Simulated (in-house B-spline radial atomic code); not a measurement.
V⁵⁺. Computed with a B-spline radial atomic code. Model: all-electron spherical atom, spin shells full or empty, radial basis limit, no spin-orbit coupling, Breit or QED, empty-state partial waves extrapolated as (l+1/2)^-4, RPA, G0W0 and static COHSEX of the highest shell as one setting changes (uncorrelated shells keep exact exchange).

Empty levels are discrete states of a finite basis, so the steps are uneven.

Given: element V; charge 5; filled core Ne; hamiltonian one-electron scalar X2C; mean-field start PBE0; highest l of empty states 9; nuclear rms radius 3.6002 fm; lowest nl shells left uncorrelated 0; highest mean-field shell 3p; box radius 10.43 bohr.

Shell: 3s 1 1, 3p 3 3 (electrons up and down).

```
highest empty level kept (hartree)  RPA correlation energy (hartree)  G0W0 level (eV)  G0W0 minus most complete (meV)  COHSEX level (eV)  linearised minus solved G0W0 (meV)
                                12                          -0.50006          -127.91                           676.6            -130.35                                -7.9
                                24                          -0.62869          -128.18                           412.4            -131.17                                -8.5
                                42                          -0.71143          -128.31                           283.4            -131.53                                -8.8
                                72                                 ?                ?                               ?                  ?                                   ?
                               120                          -0.94801           -128.5                            88.8            -132.06                                -9.2
                               216                           -1.0306          -128.54                            47.4            -132.18                                -9.3
                               360                           -1.0849          -128.56                            25.2            -132.25                                -9.4
                               720                                 ?                ?                               ?                  ?                                   ?
                              1440                           -1.1665          -128.59                             3.3            -132.31                                -9.5
                              3000                           -1.1833          -128.59                             0.8            -132.31                                -9.5
                              7200                           -1.1902          -128.59                             0.1            -132.32                                -9.5
                             24000                           -1.1922          -128.59                               0            -132.32                                -9.5
```

(1) What follows for highest empty level kept = 72?

(2) What follows for highest empty level kept = 720?

## Answers

(1) RPA correlation energy -0.85447 hartree; G0W0 level -128.43 eV; G0W0 minus most complete 160 meV; COHSEX level -131.87 eV; linearised minus solved G0W0 -9.1 meV.

(2) RPA correlation energy -1.1286 hartree; G0W0 level -128.58 eV; G0W0 minus most complete 11.2 meV; COHSEX level -132.29 eV; linearised minus solved G0W0 -9.4 meV.
